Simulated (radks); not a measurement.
Q: The ytterbium ion Yb46+, configuration [Ar] 3d6. All-electron calculation, Dirac Kohn-Sham, BLYP, spin-unpolarised, spherical densities, finite nucleus; open shells fill j = l - 1/2 first; Fermi nuclear charge, rms radius 5.3108 fm. Program: a radial shooting solver on a logarithmic mesh with Libxc functionals.

Spin-orbit splittings of the eigenvalues, e(l+1/2) - e(l-1/2), with zeta = 2 splitting/(2l+1) and mean radii in bohr:

shell  occ.  splitting (eV)  zeta (eV)  <r> j=l-1/2  <r> j=l+1/2
2p        6            1057      704.4      0.06839      0.07578
3p        6               ?          ?       0.1967       0.2089
3d        6           56.44      22.58       0.1813       0.1851
4p        0           86.46      57.64       0.4009       0.4185

Estimate the 3p splitting.

A: 248.0 eV (zeta = 165.4 eV).
